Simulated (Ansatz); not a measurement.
WO3⁺. Charge 1, multiplicity 2. Geometry PBE0-D4/def2-TZVP, that of the neutral singlet; atoms count from 1.

```csv
atom,x (Å),y (Å),z (Å)
W1,-0.3655,0.2120,-0.2050
O2,0.0782,-1.2189,-1.0410
O3,-0.7241,-0.2277,1.4140
O4,1.0114,1.2346,-0.1680
```

In the def2 sets W takes a core potential; there is no spin–orbit coupling. The structure comes from a short search, and lower isomers may exist.

**Question.** Estimate the Mulliken populations from the PBE0/def2-TZVP orbitals of Ansatz.

**Answer.** 
```csv
atom,charge (e),spin (α − β),d electrons
W1,1.68,-0.32,3.65
O2,-0.19,0.63,–
O3,-0.30,0.05,–
O4,-0.19,0.63,–
```
Mulliken values and Mayer orders depend strongly on the basis.

**Question.** Where does the spin sit?

**Answer.** Summed by element: W -0.32, O 1.32, of 1 unpaired in all. Largest on single atoms: O4 0.63, O2 0.63, W1 -0.32.

**Question.** And the Mayer bond orders between bonded heavy atoms (over 0.3)?

**Answer.** W1–O2 1.76 (1.72 Å); W1–O3 2.15 (1.72 Å); W1–O4 1.76 (1.72 Å).
